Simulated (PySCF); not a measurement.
Removing an electron from `C[Si](C)(C)[O][GeH2][C](F)(F)F`

Compound: C₄H₁₁F₃GeOSi.
Geometry (PBE0-D3(BJ)/def2-SVP, Å), atoms numbered from 1 in this order:
```
atom  x, y, z in Å
C1    -2.2433   -1.0996   -1.2802
Si2   -0.9400   -0.1660   -0.3188
C3    -1.2889   -0.2234    1.5199
C4    -0.8001    1.6079   -0.9124
O5     0.5167   -0.9566   -0.6149
Ge6    2.2337   -0.6027   -0.5379
C7     2.6184    0.2430    1.2359
F8     2.3460   -0.5723    2.2609
F9     3.9089    0.5931    1.3298
F10    1.8920    1.3602    1.4190
H11   -2.2970   -2.1482   -0.9485
H12   -2.0158   -1.0958   -2.3574
H13   -3.2374   -0.6461   -1.1392
H14   -2.2682    0.2264    1.7497
H15   -0.5219    0.3265    2.0860
H16   -1.2988   -1.2631    1.8826
H17   -1.7519    2.1459   -0.7763
H18   -0.5406    1.6503   -1.9822
H19   -0.0257    2.1508   -0.3474
H20    2.6379    0.4112   -1.6204
H21    2.9993   -1.9271   -0.6204
```

Level: CAM-B3LYP/def2-SVPD (PySCF). Frontier orbitals with their largest atomic shares (Löwdin; up to four atoms above 4 %):

| orbital | ε (eV) | main atoms |
| --- | --- | --- |
| HOMO−3 | -10.89 | O5 28 %, Ge6 16 %, H21 11 %, H20 9 % |
| HOMO−2 | -10.64 | C7 15 %, Ge6 14 %, O5 13 %, C1 8 % |
| HOMO−1 | -9.69 | C4 22 %, O5 20 %, C1 19 %, Si2 16 % |
| HOMO | -9.53 | ? |
| LUMO | 0.74 | Ge6 28 %, O5 10 %, Si2 10 %, H20 8 % |
| LUMO+1 | 0.91 | Ge6 38 %, H20 14 %, H21 14 %, F9 7 % |
| LUMO+2 | 1.43 | Ge6 26 %, H20 9 %, H21 8 %, C7 7 % |

Task: What vertical ionisation energy does ΔSCF give, and how far is −ε(HOMO) from it?

Result: ΔSCF: 10.13 eV (977 kJ/mol; threshold wavelength 122 nm); ⟨S²⟩ of the doublet left behind is 0.759, against 0.75 for a pure doublet. −ε(HOMO) is 9.53 eV, 0.60 eV below it. For the exact functional −ε(HOMO) would equal the first vertical ionisation energy; CAM-B3LYP (range-separated hybrid) falls short of its own ΔSCF value by 6 %.

Task: On which atoms does the HOMO lie?

Result: O5 (oxygen bonded to Ge and Si) 25 %, C3 (Si-methyl carbon) 24 %, Si2 (oxygen-bound silicon) 14 %, C4 (Si-methyl carbon) 8 %, so no atom holds as much as 40 %. The HOMO−1 lies 0.16 eV lower.

Task: With α = 106.9 au, estimate the like-pair dispersion coefficient by London's formula C6 = (3/4)α²I.

Result: I = 0.3723 Eh, so C6 ≈ 3190 au, a rough estimate.

Task: What kinetic energy would electrons from this vertical process carry with 118.2 nm light (10.49 eV)?

Result: 10.49 − 10.13 = 0.36 eV.

Task: What total energies stand behind the ΔSCF value?

Result: E(N) = -2899.62487 Eh and E(N − 1) = -2899.25259 Eh at the same geometry, 0.37228 Eh apart.

One conformer (not necessarily the lowest) at the PBE0-D3(BJ)/def2-SVP geometry, without solvent, vibrations or thermal averaging. The calculation is non-relativistic, for germanium too.
